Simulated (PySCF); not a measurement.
# How methods differ on the excitation energy of Ni⁺

Ni⁺ [Ar] 3d9 (2D) → Ni⁺ [Ar] 3d8 4s1 (4F), as a difference of total energies. All numbers are calculated (PySCF 2.14, the spin-free X2C one-electron Hamiltonian (Gaussian nucleus), in x2c-TZVPPall). Correlated levels: valence: [Ar] frozen. The calculations carry no spin-orbit coupling.

```csv
method,excitation energy (cm⁻¹)
UHF,-8766.5
MP2 (valence),10865
SCS-MP2 (valence),9931.3
CCSD (valence),5088.8
CCSD(T) (valence),6112.8
```

Errors of the correlated levels include the incompleteness of this basis and the frozen core.

The basis was made for the ground configuration and has no added diffuse functions, so the excitation energy can come out too high.

Problem. Which method comes closest to the reference value, and which is furthest?

Solution. The reference is 8751.8 cm⁻¹ (measured; NIST levels, between the centres of gravity of the two terms). Closest: SCS-MP2 (valence) (error 1179.4 cm⁻¹); furthest: UHF (error -17518 cm⁻¹).
